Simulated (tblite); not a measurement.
Species: C5H6Cl2O.
Geometry (GFN2-xTB, Å), atoms numbered from 1 in this order:
```
atom  x, y, z in Å
C1    -1.674   -0.535    0.586
C2    -0.912   -0.124   -0.680
C3     0.079    0.938   -0.357
Cl4   -0.538    2.539   -0.394
C5     1.366    0.762   -0.006
C6     2.003   -0.535    0.063
O7     1.545   -1.624   -0.091
Cl8    3.733   -0.370    0.437
H9    -0.985   -0.958    1.312
H10   -2.419   -1.284    0.336
H11   -2.174    0.323    1.029
H12   -1.619    0.250   -1.423
H13   -0.392   -0.995   -1.078
H14    1.987    1.613    0.229
```

Computed values, GFN2-xTB/tblite, gas phase, harmonic and unscaled. Against measured fundamentals such values can be off by several per cent, at times by over 20. One conformer, not necessarily the lowest.

Harmonic wavenumbers (cm⁻¹): 29.8, 43.7, 133.1, 153.3, 205.5, 214.4, 283.5, 319.4, 389.3, 457.3, 567.0, 620.6, 663.1, 776.8, 841.8, 846.9, 950.0, 1038.8, 1069.7, 1081.1, 1121.4, 1230.2, 1278.6, 1307.1, 1401.2, 1446.9, 1488.4, 1492.2, 1597.1, 1786.0, 2992.8, 3008.5, 3044.1, 3056.5, 3058.1, 3103.3.

A = 2296, B = 778.1, C = 608.3 MHz; mass 151.980 u (most abundant isotopes); point group C1, symmetry number 1.

Q: What is the zero-point energy?

A: ½Σν̃ = 21549 cm⁻¹ = 257.78 kJ/mol.

Q: Entropy at 400 K, 1 bar (ideal gas, RRHO, classical rotation)?

A: Translation 177.62, rotation 129.48, vibration 150.11: S = 457.2 J/(mol K).

Q: And Cp and H(400 K) − H(0)?

A: Cp = 166.42 J/(mol K), of which vibrations give 133.16 (their classical limit is 36 R = 299.3); H(400 K) − H(0) = 42.35 kJ/mol without the zero-point energy, 29.04 from vibrations.

Q: Which modes carry the vibrational entropy at 400 K?

A: 29.8 cm⁻¹: 26.89; 43.7 cm⁻¹: 23.71; 133.1 cm⁻¹: 14.52; 153.3 cm⁻¹: 13.37; 205.5 cm⁻¹: 11.01; 214.4 cm⁻¹: 10.68 J/(mol K); the other 30 give 49.94 together.

Q: What must be added to the electronic energy to get the Gibbs energy at 400 K and 1 bar?

A: ZPE + [H(400 K) − H(0)] − T·S = 257.78 + 42.35 − 182.88 = 117.25 kJ/mol.

Q: How do the functions run with temperature in this model?

A: 
```json
{"T (K)": "150", "S (J/(mol K))": "335.0", "Cp (J/(mol K))": "92.8", "H − H(0) (kJ/mol)": "9.69", "G − H(0) (kJ/mol)": "-40.55", "ln q(vib)": "3.50"}
{"T (K)": "250", "S (J/(mol K))": "389.6", "Cp (J/(mol K))": "123.5", "H − H(0) (kJ/mol)": "20.52", "G − H(0) (kJ/mol)": "-76.88", "ln q(vib)": "5.93"}
{"T (K)": "298.15", "S (J/(mol K))": "412.6", "Cp (J/(mol K))": "137.9", "H − H(0) (kJ/mol)": "26.82", "G − H(0) (kJ/mol)": "-96.20", "ln q(vib)": "7.05"}
{"T (K)": "600", "S (J/(mol K))": "533.5", "Cp (J/(mol K))": "209.9", "H − H(0) (kJ/mol)": "80.26", "G − H(0) (kJ/mol)": "-239.83", "ln q(vib)": "13.52"}
{"T (K)": "900", "S (J/(mol K))": "627.1", "Cp (J/(mol K))": "250.9", "H − H(0) (kJ/mol)": "149.94", "G − H(0) (kJ/mol)": "-414.44", "ln q(vib)": "19.21"}
```

q(vib) and H(0) count from the zero-point level.

Hindered rotation and anharmonicity are outside this model. Other conformers, if any are populated, would add a mixing term that is left out. The structure is chiral; the term R ln 2 for an equal mix with its mirror image is left out.
